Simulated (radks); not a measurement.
The numbers below are computed, except where a source is named.
Ionisation of neutral neodymium, [Xe] 4f4 6s2, to Nd+, [Xe] 4f4 6s1, under several functionals. Dirac Kohn-Sham, spin-unpolarised, spherical densities, finite nucleus; open shells fill j = l - 1/2 first; a radial shooting solver on a logarithmic mesh with Libxc functionals.

[
 {"functional": "PBE", "E(Nd) (hartree)": "-9629.3831", "Exc (hartree)": "-223.1096", "IE (eV)": "5.793", "-e(HOMO) (eV)": "1.840", "<r> HOMO (bohr)": "1.124", "IE error (eV)": "+0.268"},
 {"functional": "LDA (Slater exchange, Perdew-Zunger correlation)", "E(Nd) (hartree)": "-9622.4910", "Exc (hartree)": "-216.1483", "IE (eV)": "5.990", "-e(HOMO) (eV)": "2.028", "<r> HOMO (bohr)": "1.121", "IE error (eV)": "+0.465"},
 {"functional": "exchange-only LDA", "E(Nd) (hartree)": "-9616.6251", "Exc (hartree)": "-210.1977", "IE (eV)": "5.156", "-e(HOMO) (eV)": "0.794", "<r> HOMO (bohr)": "1.140", "IE error (eV)": "-0.369"},
 {"functional": "exchange-only PBE", "E(Nd) (hartree)": "-9626.0862", "Exc (hartree)": "-219.7571", "IE (eV)": "5.247", "-e(HOMO) (eV)": "0.873", "<r> HOMO (bohr)": "1.141", "IE error (eV)": "-0.278"},
 {"functional": "AM05", "E(Nd) (hartree)": "-9622.7559", "Exc (hartree)": "-216.4161", "IE (eV)": "5.748", "-e(HOMO) (eV)": "1.889", "<r> HOMO (bohr)": "1.120", "IE error (eV)": "+0.223"},
 {"functional": "RPBE", "E(Nd) (hartree)": "-9629.7693", "Exc (hartree)": "-223.5005", "IE (eV)": "5.699", "-e(HOMO) (eV)": "1.824", "<r> HOMO (bohr)": "1.123", "IE error (eV)": "+0.174"},
 {"functional": "SOGGA", "E(Nd) (hartree)": "-9625.4106", "Exc (hartree)": "-219.0939", "IE (eV)": "5.708", "-e(HOMO) (eV)": "1.797", "<r> HOMO (bohr)": "1.123", "IE error (eV)": "+0.183"}
]

NIST Atomic Spectra Database: 5.525 eV (measured). Closest: RPBE. The Delta-SCF values span 0.83 eV, the total energies 13.14 hartree. The highest occupied level is 4f5/2. Spin polarisation and multiplet splitting are left out, so open shells lie too high by an amount that depends on their filling.

Beside tabulated values, note that spin-unpolarised runs miss the spin-polarisation part of the exchange energy of open shells.
